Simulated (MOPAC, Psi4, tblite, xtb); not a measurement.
Dimer C3H9Al ··· F- (SMILES [CH3][Al]([CH3])[CH3] and [F-]) (charge -1), singlet at R = 1.81 Å between the centres of mass, closest contact 1.80 Å (lowest of the rigid-body minima from ten starts at GFN2-xTB). Geometry in Å and degrees:

```
Al
F 1 1.8048
C 1 1.9664 2 90.07
H 3 1.1023 1 113.81 2 89.51
H 3 1.1056 4 107.60 1 123.31
H 3 1.1056 4 107.56 5 113.47
C 1 1.9664 2 90.07 5 -106.95
H 7 1.1023 1 113.80 2 89.44
H 7 1.1055 8 107.61 1 123.34
H 7 1.1057 8 107.56 9 113.47
C 1 1.9664 2 90.02 5 133.04
H 11 1.1023 1 113.81 2 88.21
H 11 1.1055 12 107.65 1 123.46
H 11 1.1057 12 107.51 13 113.47
```

Levels of theory: GFN2-xTB (tblite); SAPT0/jun-cc-pVDZ, frozen core (Psi4); HF/aug-cc-pVDZ, counterpoise-corrected (Psi4); MP2/aug-cc-pVDZ = DF-MP2/aug-cc-pVDZ, frozen core, counterpoise-corrected in Psi4; SCS-MP2/aug-cc-pVDZ = DF-SCS-MP2/aug-cc-pVDZ, frozen core, counterpoise-corrected (Psi4); PM3, restricted, heats of formation (MOPAC); PM6, restricted, heats of formation (MOPAC); GFN1-xTB (xtb).

Q: What interaction energy does each level give?

A: 
| method | E_int / kJ/mol |
|---|---|
| PM3 | -443.90 |
| GFN1-xTB | -342.14 |
| GFN2-xTB | -258.12 |
| SAPT0/jun-cc-pVDZ | -242.98 |
| HF/aug-cc-pVDZ | -225.08 |
| MP2/aug-cc-pVDZ | -217.51 |
| SCS-MP2/aug-cc-pVDZ | -214.58 |
| PM6 | -194.82 |
